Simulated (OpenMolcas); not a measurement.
# V4+: moving the ligands

V4+ with 4 ligands (chloride) in tetrahedral coordination (Td) at 2.21 Å. Ligand basis ANO-RCC-VDZP.

```
Program             : OpenMolcas 26.06
Method              : SS-CASPT2, IPEA 0.25 Eh, imaginary shift 0.1 Eh (closed shells correlated: 3s 3p and the ligand valence shells)
Basis               : ANO-RCC-VTZP [6s5p3d2f1g]
Scalar Hamiltonian  : DKH2, point nucleus
Active space        : 1 electron in 5 orbitals (3d)
State averaging     : 2S+1 = 2 even, 5 roots
Spin-orbit coupling : state interaction with AMFI integrals over the reference wave functions
```

Runs around this geometry, states (labels of Td). Energies in cm-1 above the lowest state or level, χT in cm3 K/mol; 10Dq is the gap between the two states; 10Dq is negative for this site.

| R (Å) | Ground state | First state of that spin | 10Dq | First gap with spin-orbit (degeneracies) | χT at 300 K |
| --- | --- | --- | --- | --- | --- |
| 2.15 | 2E | 2T2 9750 | -9754 | 9740 (4, 4) | 0.375 |
| 2.21 | 2E | 2T2 9300 | -9302 | 9280 (4, 4) | 0.375 |
| 2.31 | 2E | 2T2 8760 | -8763 | 8730 (4, 4) | 0.375 |

Taking |10Dq| as R^-n, n = -ln(8763 / 9754) / ln(2.31 / 2.15) = 1.5 between the shortest and longest distance. The point-charge formula for a cubic d site gives n = 5.

Roots that are degenerate in the reference are averaged as groups; the widest CASPT2 spread within a group is 27 cm-1 (the 3-fold group of multiplicity 2 near 9300 cm-1 above the lowest state of its run, R = 2.21). Shifts and gaps below about the spread of the groups concerned are not significant. Over all roots computed the reference weight is 0.69 in R = 2.15, 0.68 to 0.69 in R = 2.21, 0.68 in R = 2.31; a low but even weight reflects the number of correlated electrons. An orbital doublet at a regular site is open to a Jahn-Teller distortion, which this geometry leaves out. Ligand-to-metal charge-transfer states are missing. With one d shell and no ligand orbital active, 10Dq can be off by a tenth or more. The least metal-like active orbital is 78 % on the metal (Löwdin) and no ligand orbital is active, so the numbers are rough (holds for R = 2.15). The least metal-like active orbital is 79 % on the metal (Löwdin) and no ligand orbital is active, so the numbers are rough (holds for R = 2.21). The least metal-like active orbital is 80 % on the metal (Löwdin) and no ligand orbital is active, so the numbers are rough (holds for R = 2.31). No measured value stands beside these numbers; the geometry is a model, was not optimised and need not be the one that this ion takes.
